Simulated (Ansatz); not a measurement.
Input and output for C2H10NSbSi (`C[N](C)[SbH][SiH3]`).

```yaml
crystal:
  periodic: [false, false, false]
  atoms:
    - {symbol: C, position_ang: [0.137782, 1.150092, 1.950345]}
    - {symbol: N, position_ang: [0.225761, 0.477177, 0.672196]}
    - {symbol: C, position_ang: [0.762386, -0.855963, 0.806776]}
    - {symbol: Sb, position_ang: [-1.408341, 0.741185, -0.524226]}
    - {symbol: Si, position_ang: [-0.328483, -0.168049, -2.682372]}
    - {symbol: H, position_ang: [-0.491302, 0.621763, 2.686800]}
    - {symbol: H, position_ang: [-0.261373, 2.159755, 1.828621]}
    - {symbol: H, position_ang: [1.140534, 1.241597, 2.386084]}
    - {symbol: H, position_ang: [0.901864, -1.319535, -0.171229]}
    - {symbol: H, position_ang: [1.743763, -0.809935, 1.296044]}
    - {symbol: H, position_ang: [0.124177, -1.525415, 1.408599]}
    - {symbol: H, position_ang: [-2.166900, -0.783621, -0.235075]}
    - {symbol: H, position_ang: [0.672460, 0.812695, -3.178730]}
    - {symbol: H, position_ang: [-1.409131, -0.303472, -3.697275]}
    - {symbol: H, position_ang: [0.334801, -1.489074, -2.517057]}
basis:
  gaussian: {orbitals: def2-TZVP}
total_charge: 1
magnetization: {spin_polarized: true, initial_magnetization: 1}
hamiltonian: {xc: {name: r2SCAN}, dispersion: d4}
accuracy: high
output: {forces: true}
```

```sh
$ ansatz run in.yaml --threads 4 --pin off --events-out ev --progress --plain --max-ram 11315MiB
```

It prints (some lines left out):

```
Functional definition: r2SCAN
4758 factors; integrals over basis functions are off by at most 2.7e-8 eV
mean field evaluation 1: about -18110.5039 eV, gradient 7.1e1 eV
mean field evaluation 2: about -17889.7839 eV, gradient 1.7e2 eV
mean field evaluation 4: about -18129.9410 eV, gradient 3.4e1 eV
mean field evaluation 8: about -18135.1979 eV, gradient 6.7e-1 eV
mean field evaluation 16: about -18135.1917 eV, gradient 2.9e-3 eV
mean field evaluation 32: about -18135.1917 eV, gradient 7.6e-8 eV
mean field -18135.19171887 eV, -666.4560031940 hartree, gradient 7.6e-8 eV, S^2 0.758546; 3 other end points of the search recorded, 0 dependent functions left out
reference -18135.19172392 eV, -666.4560033797 hartree; 33, 32 occupied and 207, 208 virtual orbitals, 4758 factors
Total energy: -18135.27923810 eV, -666.4592194663 hartree
Atom 0 at     0.137782     1.150092     1.950345 Å, force     0.754369     1.196568     0.099951 eV/Å
Atom 1 at     0.225761     0.477177     0.672196 Å, force    -0.243909    -1.514002     2.034577 eV/Å
Atom 2 at     0.762386    -0.855963     0.806776 Å, force     0.797684    -0.358317    -0.542600 eV/Å
Atom 3 at    -1.408341     0.741185    -0.524226 Å, force    -1.524229     0.730486    -1.188005 eV/Å
Atom 4 at    -0.328483    -0.168049    -2.682372 Å, force     0.348422    -0.174641    -1.098077 eV/Å
Atom 5 at    -0.491302     0.621763     2.686800 Å, force     0.058309    -0.194830    -0.346705 eV/Å
Atom 6 at    -0.261373     2.159755     1.828621 Å, force    -0.067701    -0.070460    -0.037736 eV/Å
Atom 7 at     1.140534     1.241597     2.386084 Å, force    -0.051130    -0.145692     0.028226 eV/Å
Atom 8 at     0.901864    -1.319535    -0.171229 Å, force    -0.074417     0.047614     0.042352 eV/Å
Atom 9 at     1.743763    -0.809935     1.296044 Å, force    -0.104431     0.024896     0.108987 eV/Å
Atom 10 at     0.124177    -1.525415     1.408599 Å, force    -0.064490     0.333565     0.039764 eV/Å
Atom 11 at    -2.166900    -0.783621    -0.235075 Å, force     0.441720    -0.067746     0.069427 eV/Å
Atom 12 at     0.672460     0.812695    -3.178730 Å, force    -0.097344     0.044287     0.225606 eV/Å
Atom 13 at    -1.409131    -0.303472    -3.697275 Å, force    -0.074957     0.085635     0.279322 eV/Å
Atom 14 at     0.334801    -1.489074    -2.517057 Å, force    -0.097895     0.062638     0.284910 eV/Å
Dipole moment:     0.464147    -0.211353     0.658305 e Å
```

Hardware: 4 threads of an Arm Neoverse V2 on a shared host. Wall time 43 s, peak host memory 2.1 GiB.
